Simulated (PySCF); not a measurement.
A side-by-side comparison of computed properties.

First species: C₇H₁₄N₂.
SMILES with atom numbers: `[CH2:1]=[CH:2][CH2:3][N:4]([NH:5][CH3:6])[CH:7]1[CH2:8][CH2:9]1` (hydrogens: H10, H11 on C1; H12 on C2; H13, H14 on C3; H15 on N5; H16, H17, H18 on C6; H19 on C7; H20, H21 on C8; H22, H23 on C9)

Geometry (GFN2-xTB, Å), atoms numbered from 1 in this order:
```xyz
23
C7H14N2 angstrom
C      3.2474   -0.2893   -0.2419
C      2.0033   -0.4740   -0.6441
C      0.8796   -0.8847    0.2533
N     -0.2978   -0.0368    0.0850
N     -0.1619    1.2718    0.6023
C      0.3827    2.2106   -0.3545
C     -1.4748   -0.6492    0.6321
C     -2.2778   -1.5318   -0.2747
C     -2.7966   -0.1805    0.1099
H      3.5346   -0.4136    0.7904
H      4.0336   -0.0113   -0.9230
H      1.7270   -0.3450   -1.6815
H      0.5717   -1.9001   -0.0183
H      1.2196   -0.8995    1.3060
H      0.3855    1.2813    1.4674
H      1.4330    2.0296   -0.6160
H      0.2906    3.2102    0.0687
H     -0.2181    2.1524   -1.2603
H     -1.4199   -0.9240    1.6884
H     -2.7466   -2.4096    0.1442
H     -1.9184   -1.6589   -1.2837
H     -3.6250   -0.1157    0.7981
H     -2.7763    0.5951   -0.6376
```

Second species: C7H14N2.
SMILES: `CC/C=N\N=C/C(C)C`

Levels: PBE0/pcSseg-1 for dipole moment, HOMO energy, LUMO energy and HOMO–LUMO gap; GFN2-xTB for rotational constant A and rotational constant C. Geometries: GFN2-xTB. Each species is one conformer at its optimised geometry, gas phase, non-relativistic unless stated. Electronic properties by PySCF.

The conformers computed, where there is a choice (atom-mapped SMILES and torsion angles):
- `[CH2:1]=[CH:2][CH2:3][N:4]([NH:5][CH3:6])[CH:7]1[CH2:8][CH2:9]1`: C1–C2–C3–N4 131°, C2–C3–N4–N5 -72°, C3–N4–N5–C6 89°, C3–N4–C7–C8 -89°
- `[CH3:1][CH2:2]/[CH:3]=[N:4]\[N:5]=[CH:6]/[CH:7]([CH3:8])[CH3:9]`: C1–C2–C3–N4 133°, C3–N4–N5–C6 100°, N5–C6–C7–C8 -129°

Values for the first species:

* Dipole moment: 1.09 D
* HOMO energy: -6.35 eV
* LUMO energy: 0.28 eV
* HOMO–LUMO gap: 6.63 eV
* Rotational constant A: 2.687 GHz
* Rotational constant C: 0.833 GHz

(1) Estimate the same properties for the second species, and the change in each.

## Answers

(1) 
| property | first | second | second less first |
| --- | --- | --- | --- |
| dipole moment | 1.09 D | 2.31 D | +1.22 D |
| HOMO energy | -6.35 eV | -6.58 eV | -0.23 eV |
| LUMO energy | 0.28 eV | 0.06 eV | -0.22 eV |
| HOMO–LUMO gap | 6.63 eV | 6.64 eV | +0.01 eV |
| rotational constant A | 2.687 GHz | 3.125 GHz | +0.438 GHz |
| rotational constant C | 0.833 GHz | 0.680 GHz | -0.153 GHz |

On the first: The dipole matches unit charges of opposite sign 0.23 Å apart (1 e·Å = 4.8032 D).

On the second: In atomic units the dipole is 0.91 e·bohr (1 au = 2.5417 D).
